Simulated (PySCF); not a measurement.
Compound: C₄H₆SSi.
SMILES: `[SiH3]c1cccs1`

The closed-shell ground state was solved at several levels (PySCF, density fitting, gas phase, non-relativistic). Isolated species at its PBE0-D3(BJ)/def2-SVP geometry, gas phase.

```
         level  basis functions  total energy (Eh)  HOMO (eV)  LUMO (eV)  gap (eV)  dipole (D)
 PBE0/pcSseg-1              146          -843.2058      -7.05      -0.87      6.18        0.98
PBE0/def2-SVPD              179          -842.9407      -7.05      -0.91      6.14        1.04
```

**Question.** Estimate the row for KT2/pcSseg-2, a basis of 314 functions; the other rows only guide the guess.

**Answer.** Total energy -852.2825 Eh, HOMO -5.99 eV, LUMO -1.71 eV, gap 4.28 eV, dipole 0.96 D.

**Question.** Over all these levels, which gives the widest orbital gap and which the narrowest?

**Answer.** PBE0/pcSseg-1 (global hybrid, 25 % exact exchange) has the widest, 6.18 eV, and KT2/pcSseg-2 (GGA) the narrowest, 4.28 eV. Functional and basis both differ between the two, so the spread mixes both effects.

**Question.** How far do the dipole and the HOMO energy spread over the levels?

**Answer.** The dipole runs from 0.96 to 1.04 D (mean 0.99 D) and the HOMO from -7.05 to -5.99 eV.
